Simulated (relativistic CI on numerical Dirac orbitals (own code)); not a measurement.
# Hyperfine structure of Si VIII, mass number 29

Calculated at this level of theory: Dirac-Coulomb-Breit CI, orbitals from a KLI potential per configuration, model QED (radiative potential, 1s self-energy scaled to tabulated hydrogen-like ionisation energies), unscaled Slater integrals (own radial code, finite nucleus).

CI space (outside the closed core 1s2): 2s2 2p3, 2s 2p4, 2p5, 2s2 2p2 3s, 2s2 2p2 3p, 2p4 3s, 2s2 2p2 3d, 2p4 3p, 2p4 3d, 2s 2p3 3s, 2s 2p3 3p, 2s2 2p2 4s, 2s 2p3 3d, 2s2 2p2 4p, 2s2 2p2 4d, 2s2 2p2 4f. Levels of other configurations are missing.

Nuclear spin I = 1/2, μ = -0.55505 μN (tables of Stone and Pyykkö). The electronic factors are computed for point nuclear moments, without core polarisation or the Bohr-Weisskopf and QED corrections.

```
          Level  E (cm⁻¹)  A (MHz)
2s2 2p3 2D°_3/2     73373    -3990
2s2 2p3 2D°_5/2     73647    -6438
2s2 2p3 2P°_1/2    107571   -17540
2s2 2p3 2P°_3/2    108121    -3669
  2s 2p4 4P_5/2    313678   -15670
  2s 2p4 4P_3/2    317242   -15010
  2s 2p4 4P_1/2    319121   -31990
  2s 2p4 2D_5/2    440175   -17750
```

Levels with J = 0, under 50 % of one LS term, or S terms without an open s electron are left out. Small factors come from cancelling terms and can be off by tens of per cent or more.

At this charge configurations can still be misplaced by up to about 7 % of their energy.

Question: Give the hyperfine levels of 2s2 2p3 2D°_5/2 relative to its centre of gravity.

Answer: With K = F(F + 1) − I(I + 1) − J(J + 1), E = AK/2: F = 2: 11270, F = 3: -8047 MHz.
